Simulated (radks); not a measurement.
Task: Charge is removed step by step from the 5p down level of neutral iodine, starting from [Kr] 4d10 5s2 5p(up 3, down 2). Method: scalar-relativistic Kohn-Sham, SCAN, spin-polarised, spherical densities, finite nucleus; meta-GGA in the generalised Kohn-Sham scheme; Fermi nuclear charge, rms radius 4.75 fm; computed with a radial shooting solver on a logarithmic mesh with Libxc functionals. At the starting occupation the eigenvalue is -6.910 eV. Estimate the energy to remove one whole electron from this level, the eigenvalue at the end, and how far E(n) bends from a straight line.

Result: Delta-SCF 10.641 eV; final eigenvalue -14.485 eV; the deviation from the straight line is -0.956 eV at 0.5 electron removed, the largest on the grid computed. Slater's transition state (half an electron removed) gives 10.616 eV. Integrating minus the eigenvalue over the occupation (Janak's theorem) gives 10.643 eV. In this scalar-relativistic scheme the density is built from large components alone, so the theorem holds only approximately. The mean slope of the eigenvalue, de/dn, is 7.58 eV per electron. Ionisation energy of I in the NIST Atomic Spectra Database: 10.451 eV (measured).
